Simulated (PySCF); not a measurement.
SMILES [CH](OCC)C (C₄H₉O), doublet at its PBE0/def2-SVP optimised geometry (Å):

```
14

C      2.3349     0.9237     0.9857
C      0.8551     0.9035     1.0228
O      0.2615     0.2465     0.0000
C     -1.1465     0.2465     0.0000
C     -1.6363    -0.4948    -1.2195
H      2.7359    -0.0947     0.8552
H      2.7335     1.5339     0.1494
H      2.7390     1.3376     1.9209
H      0.2869     1.7370     1.4608
H     -1.5197     1.2902     0.0000
H     -1.5194    -0.2294     0.9269
H     -2.7359    -0.5088    -1.2454
H     -1.2755    -1.5339    -1.2118
H     -1.2722    -0.0135    -2.1393
```

Computed with PySCF with unrestricted PBE0/def2-TZVP.

Map of the electrostatic potential (hartree/e), clipped to [-0.08, 0.12] on the plane z = 1.5 Å:

```
|1111111111111111111111111111111|
|1111111111111111111111111111111|
|1111111111111111111111111111111|
|1111111112222211111111111111111|
|1111112222222222211111111111111|
|1111122222222222221111111111111|
|1111222222222222222111111111111|
|1112222222222334532211111111111|
|1122222222222369984222222211111|
|1122222222223499998545665321111|
|1222222222223499999999999521111|
|1222222222222489999999999831111|
|2222222222222359999999999831111|
|2222222222333349999999999521111|
|2222222234654335999999999421111|
|2222222247996322467546998421111|
|2222222348996311111113587421111|
|1222222236984210000001344321111|
|1222222234443110000001222221111|
|1122222222222110000001112111111|
|1111222222221110000001111111111|
|1111111222111111000001111111111|
|1111111111111111100111111111111|
|1111111111111111111111111111111|
|1111111111111111111111111111111|
|1111111111111111111111111111111|
|1111111111111111111111111111111|
|1111111111111111111111111111111|
|1111111111111111111111111111111|
|1111111111111111111111111111111|
|1111111111111111111111111111111|
```
Scale: ten equal steps from -0.025 (start of '0') to 0.120 (end of '9'), in the order '0123456789'; x runs from -5.00 to 5.00, y from -5.00 (bottom) to 5.00 (top).
